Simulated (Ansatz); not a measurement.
`O[Si]([SiH3])Cl`, charge 0, multiplicity 2.

Problem. Give a relaxed structure at PBE0-D4/def2-TZVP (Ansatz 0.2.0). (An estimate is asked.)

Solution. Ansatz gave: 
```xyz
8

O     0.129   -0.551    1.931
Si    0.916    0.045    0.614
Si   -0.707    0.649   -0.978
Cl    2.136   -1.439   -0.179
H     0.623   -1.093    2.550
H    -1.562    1.717   -0.398
H    -1.550   -0.510   -1.377
H     0.015    1.180   -2.162
```
